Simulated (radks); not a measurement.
The numbers below are computed, except where a source is named.
Valence configurations of Er3+ (all share [Xe]). Level of theory: Dirac Kohn-Sham, PBE, spin-unpolarised, spherical densities, point nucleus; open shells fill j = l - 1/2 first (a radial shooting solver on a logarithmic mesh with Libxc functionals). Energies are relative to 4f11; eigenvalues in eV.

valence          E (eV)  e(4f5/2)  e(4f7/2)  e(5d3/2)  e(6s1/2)
4f11              0.000   -35.940   -34.785         -         -
4f10.5 5d0.5      5.395   -39.521   -38.332   -26.234         -
4f10.5 6s0.5      6.484   -41.140   -39.949         -   -24.964
4f10 5d1         12.131   -43.285   -42.063   -27.184         -
4f10 6s1         15.045   -46.647   -45.421         -   -26.120
4f9 5d2          29.990   -51.299   -50.009   -29.061         -
4f9 5d0.5 6s1.5  36.379   -56.633   -55.338   -32.651   -27.685
4f9 6s2          38.980   -58.472   -57.176         -   -28.422
4f8 5d1.5 6s1.5  62.393   -65.444   -64.081   -34.647   -28.425
4f7 5d2.5 6s1.5  95.421   -74.750   -73.316   -36.611   -29.091

NIST lists [Xe] 4f11 as the ground configuration; this level of theory agrees among the configurations tried. The energies are those of spherical spin-averaged densities, not of single terms.
